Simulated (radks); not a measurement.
Results of a calculation; reference values are marked as such.
Neutral hafnium inside a hard spherical wall (all orbitals vanish at R), configuration held at [Xe] 4f14 5d2 6s2 and not refilled when levels cross. Code: a radial shooting solver on a logarithmic mesh with Libxc functionals. Model: scalar-relativistic Kohn-Sham, LDA (Slater exchange, VWN5 correlation), spin-polarised, spherical densities, finite nucleus; open shells are filled with parallel spins first (spin-orbit coupling, left out, can overturn this in heavy ions); Fermi nuclear charge, rms radius 5.347 fm. Eigenvalues in eV for spin up, with the zero of energy where the potential of the charges vanishes at infinity; a dash marks a level that is unbound or too diffuse for the functional's potential to be trusted. A positive occupied level is held by the wall or, in an anion where self-interaction has pushed it up, behind a barrier. The pressure on the wall is -dE/dV.

| R (bohr) | E (hartree) | kinetic (hartree) | e(5p) | e(4f) | e(6s) | e(5d) | e(6p, empty) | e(7s, empty) | pressure (GPa) |
|---|---|---|---|---|---|---|---|---|---|
| free | -15067.2002 | 16499.122 | -35.971 | -16.985 | -5.557 | -3.241 | -1.607 | -0.097 | 0 |
| 20 | -15067.2002 | 16499.122 | -35.971 | -16.985 | -5.557 | -3.241 | -1.607 | -0.011 | < 0.0001 |
| 15 | -15067.2002 | 16499.122 | -35.970 | -16.984 | -5.557 | -3.241 | -1.603 | 0.222 | < 0.0001 |
| 12 | -15067.2001 | 16499.123 | -35.960 | -16.974 | -5.550 | -3.232 | -1.571 | 0.750 | 0.00160 |
| 10 | -15067.1994 | 16499.130 | -35.902 | -16.914 | -5.507 | -3.181 | -1.448 | 1.742 | 0.0219 |
| 8 | -15067.1924 | 16499.184 | -35.575 | -16.579 | -5.252 | -2.895 | -0.908 | 4.460 | 0.314 |
| 7 | -15067.1768 | 16499.283 | -35.079 | -16.064 | -4.825 | -2.457 | -0.129 | 7.535 | 1.23 |
| 5 | -15066.9835 | 16500.176 | -32.028 | -12.816 | -1.295 | 0.476 | 5.512 | 25.235 | 23.1 |
| 4 | -15066.4902 | 16502.073 | -28.099 | -8.422 | 5.653 | 4.969 | 15.688 | 52.332 | 130 |
| 2 | -15049.0810 | 16563.174 | 23.058 | 45.038 | 154.34 | 74.180 | 192.61 | 417.45 | 23500 |
| 1.5 | -15004.8746 | 16701.947 | 119.21 | 117.33 | 416.78 | 194.43 | 476.76 | 937.69 | 180000 |
